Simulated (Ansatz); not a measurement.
Geometry optimisation, Ansatz 0.2.0, RKS PBE/def2-SVP.

Input file:

```yaml
crystal:
  periodic: [false, false, false]
  atoms:
    - { symbol: Ge, position_ang: [0.0, 0.0, 0.0] }
    - { symbol: C, position_ang: [1.2381, 0.0, 1.7699] }
    - { symbol: H, position_ang: [0.2385, -0.3092, 2.1404] }
    - { symbol: H, position_ang: [2.0057, -0.7111, 2.1404] }
    - { symbol: H, position_ang: [1.4701, 1.0203, 2.1404] }
    - { symbol: H, position_ang: [1.7201, 0.0, 0.3225] }
    - { symbol: Cl, position_ang: [-1.0456, 1.8115, -0.7393] }
    - { symbol: O, position_ang: [-0.8337, -1.4443, -0.5894] }
    - { symbol: H, position_ang: [-1.2883, -1.91, 0.183] }
basis:
  gaussian: { orbitals: def2-SVP }
hamiltonian:
  xc: pbe
relax:
  f_tol: 0.15
  max_steps: 25
  restrain:
    - { distance: [1, 5], at: 1.11, k: 30.0 }
    - { distance: [0, 1], at: 3.16, k: 30.0 }
    - { distance: [0, 5], at: 2.75, k: 30.0 }
```

Command:

```bash
$ ansatz run input.yaml --threads 2 --pin off --max-ram 3072MiB --backend cpu --events-out ev --progress --plain --runs-dir out
```

Problem. Where does it end, and by what steps?

Solution. The forces met the threshold. The restraints hold the end off the free minimum; the threshold counts their pulls, which the force column leaves out. Restrained pairs: C2–H6 (1.53 → 1.11 Å), Ge1–C2 (2.16 → 3.16 Å), Ge1–H6 (1.75 → 2.75 Å). The force dipped under the threshold on the way, but the program's further checks kept it going. After 16 steps the energy has fallen by 5.272 eV (the restraints' own energy left out); Ge1 moved furthest, 1.02 Å.

| step | energy less start (eV) | largest force component (eV/Å) | accepted |
| --- | --- | --- | --- |
| 0 | 0.0000 | 5.014 | yes |
| 1 | -0.5664 | 4.435 | yes |
| 2 | -1.1536 | 4.569 | yes |
| 3 | -2.0700 | 4.863 | yes |
| 4 | -3.5380 | 3.322 | yes |
| 5 | -4.3447 | 1.321 | yes |
| 6 | -4.7183 | 0.840 | yes |
| 7 | -4.8673 | 1.236 | yes |
| 8 | -4.9658 | 2.121 | yes |
| 9 | -5.0912 | 1.800 | yes |
| 10 | -5.2081 | 0.797 | yes |
| 11 | -5.2337 | 0.441 | yes |
| 12 | -5.2509 | 0.317 | yes |
| 13 | -5.2666 | 0.143 | yes |
| 14 | -5.2501 | 0.629 | no |
| 15 | -5.2703 | 0.169 | yes |
| 16 | -5.2724 | 0.189 | yes |

```xyz
9
Properties=species:S:1:pos:R:3
Ge 0.028 -0.094 -1.014
C 1.490 -0.074 1.791
H 0.765 -0.915 1.768
H 2.210 -0.230 2.623
H 0.952 0.886 1.929
H 2.060 -0.046 0.840
Cl -1.282 1.575 -0.264
O -0.967 -1.476 -0.403
H -1.751 -1.168 0.098
```

Time of the run: 38 s on 2 threads of Arm Neoverse V1, with other jobs on the host, peak memory 0.15 GiB.
